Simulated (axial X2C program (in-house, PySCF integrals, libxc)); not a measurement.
**ZrO⁻ at several levels of theory**

Calculated with an in-house relativistic program for diatomic molecules. Spin-free means the one-electron spin-free X2C Hamiltonian; two-component (2c) means X2C with spin–orbit coupling and atomic mean-field two-electron Coulomb and Gaunt terms, so the difference of the two also holds small scalar two-electron terms. Basis: Zr dyall-acv3z [12s13p10d6f3g], O dyall-av3z [7s6p3d2f] (cores contracted in-house); Gaussian nuclei, density fitting, unrestricted open shells. Masses: Zr 89.905 u, O 15.995 u.

The run was started with this input:
```json
{"zs": [40, 8], "q": -1, "bas": ["dyall-acv3z", "dyall-av3z"], "levels": ["PBE0", "HF", "B97-3"], "cc": true, "r0": 1.84, "thr": -1.0, "nmax": 90, "npts": 10, "nst": 2, "ntry": 6}
```
```bash
python so2c.py task.json out
```

Keys: zs atomic numbers; q charge; bas basis sets; levels methods; cc coupled cluster on or off; r0 starting distance in Å; thr threshold in hartree for freezing inner shells (an s shell follows its p shell); nmax most natural virtual spinors; npts points on the curve; nst determinants followed; ntry starts of the search. HF also brings MP2.

State, spin-free: M_S = 1/2, Λ = 2 (beyond evenly filled blocks: δ+α); electrons by block: σα: 12, σβ: 12, π+α: 5, π+β: 5, π-α: 5, π-β: 5, δ+α: 2, δ+β: 1, δ-α: 1, δ-β: 1. Fragments: Zr + O- for PBE0, CCSD, CCSD(T), B97-3; Zr- + O for HF.

State, 2c: Ω = 3/2 (⟨Sz⟩ = -0.50, ⟨Lz⟩ = 2.00 at B97-3); electrons by block: 1/2: 17, -1/2: 17, 3/2: 7, -3/2: 6, 5/2: 1, -5/2: 1. Fragments: Zr + O-.

```
Hamiltonian    level  Re (Å)  ωe (cm⁻¹)  Be (cm⁻¹)  αe (cm⁻¹)  De (eV)  μ (D)
  spin-free     PBE0   1.742      919.3     0.4093    0.00185     7.54   0.75
  spin-free       HF   1.746      912.3     0.4071    0.00171      n/a   2.07
  spin-free     CCSD   1.766      899.2     0.3983    0.00169     7.24    n/a
  spin-free  CCSD(T)   1.777      879.3      0.393    0.00169     7.52    n/a
  spin-free    B97-3   1.743      916.3     0.4085    0.00188     7.42   0.71
         2c    B97-3   1.743      916.1     0.4085    0.00188      n/a   0.72
```

Correlated methods: 11 electrons correlated (number of frozen shells: Zr 4 s, 3 p, 1 d; O 1 s), 325 virtual spin orbitals or spinors in MP2, 90 natural virtuals in coupled cluster.

Dipoles are positive if O is the positive end and refer to the centre of mass.

Occupations by symmetry block were frozen at the best pattern of an incomplete PBE0 search. De is counted from the lowest determinant-based energies of the atoms at the same level, without counterpoise correction. De is not given where an atomic determinant may have missed its ground term or J level, or where the truncated virtual space spoils (T). Density functionals use the spin component along the axis (collinear). CCSD and (T) use frozen natural virtuals with an MP2 correction for the truncation; (T) itself is uncorrected, so its De runs slightly low. The functionals have no current-density term, which raises determinants with orbital currents, atoms included. The outer-core s and p shells of the metal are frozen in the correlated rows, which leaves out core–valence correlation; for alkali and alkaline-earth bonds that tends to lengthen them. The highest occupied level of some functionals is positive through self-interaction error; at Hartree–Fock it is bound. The determinant is spin-polarised beyond a pure state at some levels (its spin-free form has ⟨S²⟩ too high), which makes Re and μ there less reliable. The T1 diagnostic is large, a sign of multireference character. With the outer-core shells frozen, correlated bond lengths of heavy atoms tend to come out a few hundredths of an ångström too long.

No reliable constants came from CCSD (2c), CCSD(T) (2c), HF (2c), MP2 (2c), MP2 (spin-free), PBE0 (2c): no minimum in range, unconverged points, a curve that is not smooth, a change of character along it, or the two Hamiltonians disagreeing along it.

Rough cost a point (2c) on 1 thread(s) of a shared host, integrals apart: B97-3 1.3 s.

The whole task took 3.6 min on 1 thread of Arm Neoverse V2, on a shared host.
